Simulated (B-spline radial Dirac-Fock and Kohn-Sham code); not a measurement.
# Cross section and asymmetry of the 3s subshell of K⁺

System: potassium as K⁺, 1s2 2s2 2p6 3s2 3p6. The computed 3s threshold is 52.40 eV; without correlation, outer thresholds are uncertain by 1 to 2 eV.

Method: a relativistic central-field model (Hartree-Slater potential of the initial state, Latter tail, multipole expansion of the photon field, Dirac-Fock thresholds). Computed with a B-spline atomic structure program. Interchannel coupling and autoionising resonances are not included, so magnitudes near threshold are approximate.

**Question.** How do σ and β run from threshold to 400 eV kinetic energy?

**Answer.** The cross section shows no minimum in this range. Its largest value, 0.457 Mb, lies 18 eV above threshold. β stays at 2.00.

| kinetic energy (eV) | σ (Mb) | β |
| --- | --- | --- |
| 1.5 | 0.404 | 2.00 |
| 2.3 | 0.411 | 2.00 |
| 3.7 | 0.420 | 2.00 |
| 5.7 | 0.431 | 2.00 |
| 9.0 | 0.444 | 2.00 |
| 14.0 | 0.455 | 2.00 |
| 21.9 | 0.454 | 2.00 |
| 34.2 | 0.427 | 2.00 |
| 53.5 | 0.364 | 2.00 |
| 83.7 | 0.271 | 2.00 |
| 130.9 | 0.176 | 2.00 |
| 204.6 | 0.104 | 2.00 |
| 319.9 | 0.0560 | 2.00 |
